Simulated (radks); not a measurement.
Valence configurations of Ag I (all share [Kr]). All-electron calculation, Dirac Kohn-Sham, PBE, spin-unpolarised, spherical densities, point nucleus; open shells fill j = l - 1/2 first. Program: a radial shooting solver on a logarithmic mesh with Libxc functionals. Energies are relative to 4d10 5s1; eigenvalues in eV.

valence           E (eV)  e(4d3/2)  e(4d5/2)  e(5p1/2)  e(5p3/2)  e(5s1/2)
4d10 5s1           0.000    -7.782    -7.226         -         -    -4.406
4d9 5s2            3.840   -11.050   -10.454         -         -    -5.550
4d7 5s2 5p2       29.497   -20.985   -20.300    -3.746         -    -9.503
4d10 5p1           3.766    -9.645    -9.083    -1.725         -         -
4d9 5s1.5 5p0.5    5.978   -11.937   -11.339    -1.783         -    -6.139
4d9.5 5s1 5p0.5    3.648   -10.320    -9.741    -1.544         -    -5.611
4d9 5s1 5p1        8.193   -12.735   -12.134    -2.154         -    -6.653
4d9.5 5s0.5 5p1    5.722   -11.148   -10.567    -1.930         -    -6.151
4d7 5s1 5p3       35.719   -22.356   -21.666    -4.369    -3.986   -10.315
4d10 5s0.5 5p0.5   1.837    -8.783    -8.223    -1.323         -    -5.095

NIST lists [Kr] 4d10 5s1 as the ground configuration; this level of theory agrees among the configurations tried. The energies are those of spherical spin-averaged densities, not of single terms.
